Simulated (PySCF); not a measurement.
PBE0-D3(BJ)/def2-SVP geometry optimisation, IEF-PCM water with PySCF 2.14 and geomeTRIC: [MnCl6]4-, charge -4, multiplicity 6. Start (model start, shaken):

```
7

Mn    0.0000    0.0045   -0.0041
Cl   -0.0134   -0.0068    2.5251
Cl    0.0009    0.0201   -2.5474
Cl    2.5307    0.0073    0.0053
Cl   -2.5384   -0.0140   -0.0004
Cl    0.0104    2.5198   -0.0069
Cl   -0.0285   -2.5593   -0.0276
```

| step | E − E(start) / kcal mol⁻¹ | largest force / Eh bohr⁻¹ |
| --- | --- | --- |
| 0 | 0.00 | 0.01311 |
| 1 | -2.94 | 0.00205 |
| 2 | -3.05 | 0.00122 |
| 3 | -3.30 | 0.00112 |
| 4 | 1.13 | 0.00945 |
| 5 | -2.43 | 0.00397 |
| 6 | -3.00 | 0.00246 |
| 7 | -3.38 | 0.00195 |
| 8 | -3.52 | 0.00171 |
| 9 | -3.49 | 0.00143 |
| 10 | -3.55 | 0.00099 |
| 11 | -3.58 | 0.00107 |
| 12 | -3.60 | 0.00062 |
| 13 | -3.61 | 0.00063 |
| 14 | -3.65 | 0.00078 |
| 15 | -3.68 | 0.00079 |
| 16 | -3.65 | 0.00115 |
| 17 | -3.74 | 0.00056 |
| 18 | -3.75 | 0.00051 |
| 19 | -3.75 | 0.00036 |

The optimisation met its thresholds. End point:

```
7

Mn   -0.0067   -0.0080   -0.0098
Cl   -0.0079   -0.2288    2.6021
Cl   -0.0036    0.2220   -2.6176
Cl    2.6229   -0.0046   -0.0072
Cl   -2.6339   -0.0022   -0.0093
Cl    0.0002    2.6102    0.2186
Cl   -0.0093   -2.6168   -0.2327
```

Metal–donor distances, start → end: Cl2 2.529 → 2.621 Å, Cl3 2.543 → 2.618 Å, Cl4 2.531 → 2.630 Å, Cl5 2.539 → 2.627 Å, Cl6 2.515 → 2.628 Å, Cl7 2.564 → 2.618 Å.

No frequencies were computed, so the end point may be a saddle point.

The job took 7.5 min on one thread of Arm Neoverse V2 (shared host), with 139 basis functions and a peak of 1.2 GiB, launched as `OMP_NUM_THREADS=1 python lf_run.py task.json out`.
